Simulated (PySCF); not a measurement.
FH6NOSi2, SMILES O[Si@H](F)N[SiH3].

Geometry optimised at B3LYP-D3(BJ)/def2-SVP. The structure was generated by enumeration; whether it is a known compound was not checked. Other conformers were not sampled.

Computed with B3LYP-D3(BJ)/def2-SVP (PySCF).

Frequencies are harmonic and unscaled.

Computed vibrational spectrum:
| mode | ν (cm⁻¹) | IR (km/mol) | moving atoms (share of kinetic energy) |
|---|---|---|---|
| 1 | 50 | 4.5 | H 28 %, N 22 %, Si 19 %, F 17 %, O 13 % |
| 2 | 75 | 0.5 | H 83 % |
| 3 | 173 | 6.1 | Si 33 %, N 27 %, H 20 %, O 14 % |
| 4 | 195 | 84.9 | H 78 % |
| 5 | 260 | 9.3 | H 34 %, F 18 %, O 17 %, Si 16 %, N 14 % |
| 6 | 286 | 42.7 | F 30 %, O 26 %, Si 20 %, H 14 %, N 9 % |
| 7 | 374 | 10.5 | Si 42 %, O 26 %, F 23 %, H 8 % |
| 8 | 466 | 80.1 | H 76 %, N 17 % |
| 9 | 615 | 0.8 | H 55 %, Si 31 %, N 11 % |
| 10 | 725 | 97.5 | H 81 %, N 11 %, Si 8 % |
| 11 | 760 | 171.4 | H 69 %, O 11 %, N 10 %, Si 8 % |
| 12 | 790 | 156.6 | H 57 %, N 19 %, Si 15 % |
| 13 | 839 | 6.7 | H 75 %, O 11 %, F 9 % |
| 14 | 860 | 8.2 | F 28 %, H 28 %, Si 18 %, O 17 %, N 9 % |
| 15 | 901 | 309.3 | H 61 %, Si 19 %, O 13 % |
| 16 | 938 | 41.2 | H 94 % |
| 17 | 944 | 340.8 | H 41 %, N 35 %, Si 24 % |
| 18 | 964 | 74.3 | H 79 %, Si 12 % |
| 19 | 976 | 216.7 | H 41 %, Si 36 %, F 12 %, O 11 % |
| 20 | 1012 | 49.5 | H 83 %, Si 10 % |
| 21 | 1205 | 264.1 | H 62 %, N 33 % |
| 22 | 2208 | 155.3 | H 96 % |
| 23 | 2218 | 119.8 | H 98 % |
| 24 | 2246 | 63.9 | H 97 % |
| 25 | 2299 | 123.7 | H 97 % |
| 26 | 3551 | 35.4 | H 93 % |
| 27 | 3888 | 94.7 | H 94 % |
